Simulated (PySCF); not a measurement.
Mg (magnesium, neutral): UHF calculation

Configuration: [Ne] 3s2, closed-shell 1S. Calculation: PySCF 2.14, in dyall-acv3z (20s13p7d4f, 122 functions); the non-relativistic Hamiltonian (point nucleus).

| Item | Value |
| --- | --- |
| Total energy | -199.614455 hartree |
| One-electron energy | -279.4305 hartree |
| Hartree (Coulomb) energy | 95.8103 hartree |
| Exchange energy | -15.9943 hartree |
| Kinetic energy | 199.61412 hartree |
| ⟨S²⟩ | 0.0000 |
| ⟨L²⟩ | 0.000 |
| Sum of ⟨r⟩ | 12.26 bohr |
| Sum of ⟨r²⟩ | 29.61 bohr² |
| Density at the nucleus (Gaussians lack the cusp) | 1090 bohr⁻³ |
| Langevin diamagnetic susceptibility | -23.5 ×10⁻⁶ cm³/mol |

```json
{"shell": "1s", "electrons": "2", "mean orbital energy (eV)": "-1334.2", "rms radius, mean of both spins (bohr)": "0.152"}
{"shell": "2s", "electrons": "2", "mean orbital energy (eV)": "-102.53", "rms radius, mean of both spins (bohr)": "0.756"}
{"shell": "2p", "electrons": "6", "mean orbital energy (eV)": "-62.102", "rms radius, mean of both spins (bohr)": "0.773"}
{"shell": "3s", "electrons": "2", "mean orbital energy (eV)": "-6.886", "rms radius, mean of both spins (bohr)": "3.52"}
```

Spin-orbit constants ζ (cm⁻¹) from the X2C one-electron operator on these orbitals (non-relativistic here): bare nucleus, nucleus screened by l(l+1)(2l+1)/3 electrons, and screened by the Breit-Pauli mean field of the electrons.

| shell | bare | screened nucleus | mean field |
| --- | --- | --- | --- |
| 2p | 1735 | 1446 | 1315 |
